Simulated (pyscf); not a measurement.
# `[Cl][SiH2][GeH3]`, singlet

Gas-phase minimum from PySCF at ωB97X-D3(BJ)/def2-SVP, one conformer. 

```
Si
H 1 1.4880
H 1 1.4880 2 109.13
Cl 1 2.0770 2 108.34 3 -117.78
Ge 1 2.3618 2 112.01 3 124.63
H 5 1.5351 1 109.37 2 59.10
H 5 1.5351 6 109.08 1 -119.62
H 5 1.5376 6 109.05 7 -119.00
```

Properties at ωB97X-D3(BJ)/def2-SVP:

```yaml
harmonic_wavenumbers_unscaled: 101, 107, 361, 368, 484, 563, 579, 713, 796, 861, 903, 906, 961, 2181, 2193, 2194, 2265, 2272 cm⁻¹
zero_point_energy: 26.9 kcal/mol
rotational_symmetry_number: 1
Entropy of this conformer at 298 K and 1 atm, rigid rotor and harmonic oscillator, modes under 100 cm⁻¹ raised to 100: 333.4 J/(mol K)
dipole_moment: 1.49 D
```

Single-point totals, which compare only within one level (frozen core for MP2 and CC):

| level | total energy (hartree) |
|---|---|
| ωB97X-D3(BJ)/def2-TZVP | -2829.76730 |
| PBE/def2-TZVP | -2829.09963 |
| r²SCAN/def2-TZVP | -2829.69809 |
| B3LYP-D3(BJ)/def2-TZVP | -2829.86660 |
| PBE0-D3(BJ)/def2-TZVP | -2829.23297 |
| M06-2X/def2-TZVP | -2829.71844 |
| ωB97M-D3(BJ)/def2-TZVP | -2829.87590 |
| HF/def2-TZVPP | -2826.77989 |
| MP2/def2-TZVPP | -2827.35956 |
| CCSD/def2-TZVPP | -2827.40685 |
| CCSD(T)/def2-TZVPP | -2827.42992 |

Soft torsions are taken as harmonic, which can shift the entropy by several J/(mol K). The CCSD(T) − MP2 part came from Ansatz, without density fitting, on the same reference. The frozen core leaves the outer d or s,p core shells of the metals and heavy elements correlated in the MP2 and CC values, and def2-TZVPP describes them poorly, so these totals are far from the basis limit. Elements up to Kr have no core potential and no relativistic terms here.
